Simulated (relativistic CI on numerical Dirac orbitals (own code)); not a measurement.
# Crystal-field levels of V4+, 3d

Calculated by Dirac-Coulomb-Breit CI, KLI orbitals optimised for each configuration, QED by a radiative potential, valence Slater integrals scaled by 0.65, one configuration in a parametric crystal field (own radial code).

Field parameters in Wybourne normalisation: Oh B⁴₀ = 21Dq, B⁴₄ = √(5/14) B⁴₀. The field is a parameter set, without covalency.

S is read from ⟨S²⟩ = S(S + 1).

Site symmetry Oh; labels are those of the double group. Computed levels in cm⁻¹ above the lowest, in rising order:

```
Δ (size of 10Dq)  Lowest   No. 2     No. 3
            5000      Γ8  370 Γ7   5151 Γ8
            9000      Γ8  363 Γ7   9136 Γ8
           13000      Γ8  360 Γ7  13131 Γ8
           17000      Γ8  359 Γ7  17128 Γ8
           21000      Γ8  358 Γ7  21126 Γ8
           25000      Γ8  357 Γ7  25125 Γ8
           29000      Γ8  357 Γ7  29124 Γ8
           33000      Γ8  357 Γ7  33123 Γ8
           37000      Γ8  356 Γ7  37123 Γ8
           41000      Γ8  356 Γ7  41122 Γ8
```

Ground-state S against |10Dq| in cm⁻¹: 5000: 0.50, 9000: 0.50, 13000: 0.50, 17000: 0.50, 21000: 0.50, 25000: 0.50, 29000: 0.50, 33000: 0.50, 37000: 0.50, 41000: 0.50.

No abrupt spin change occurs in this range.
